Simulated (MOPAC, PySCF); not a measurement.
H₂ClGaO₂, SMILES `[OH][Ga]([Cl])[OH]` (H–O–Ga–Cl torsion 0°, Cl–Ga–O–H torsion -180°), neutral singlet in the gas phase. 

Cartesian coordinates (Å):
```xyz
6

O      1.2103    -0.8948     0.0602
Ga    -0.0700     0.3283    -0.0169
O     -1.7623    -0.1757    -0.0161
Cl     0.3878     2.3978    -0.1106
H      2.0965    -0.5254     0.0547
H     -1.8622    -1.1303     0.0287
```
Charge 0, multiplicity 1.

All levels are single points at this geometry (PBE0-D4/def2-TZVP); Pople sets use spherical d functions. Orbital energies aren't observables, and empty levels follow the basis.

HF/6-31G* in PySCF gives dipole (D) = 1.88.

Task: Estimate the dipole (D) from each of these levels: PBE-D3(BJ)/def2-TZVP in PySCF; PBE0-D4/def2-TZVP in PySCF; B3LYP/6-31G* in PySCF; B3LYP/LANL2DZ in PySCF; M06-2X/6-31G* in PySCF; SVWN5/6-31G* in PySCF; AM1 in MOPAC; PM7 in MOPAC.

Result: 
| level | dipole (D) |
|---|---|
| PBE-D3(BJ)/def2-TZVP in PySCF | 1.60 |
| PBE0-D4/def2-TZVP in PySCF | 1.62 |
| B3LYP/6-31G* in PySCF | 1.84 |
| B3LYP/LANL2DZ in PySCF | 2.23 |
| M06-2X/6-31G* in PySCF | 1.88 |
| SVWN5/6-31G* in PySCF | 1.90 |
| AM1 in MOPAC | 1.59 |
| PM7 in MOPAC | 1.61 |
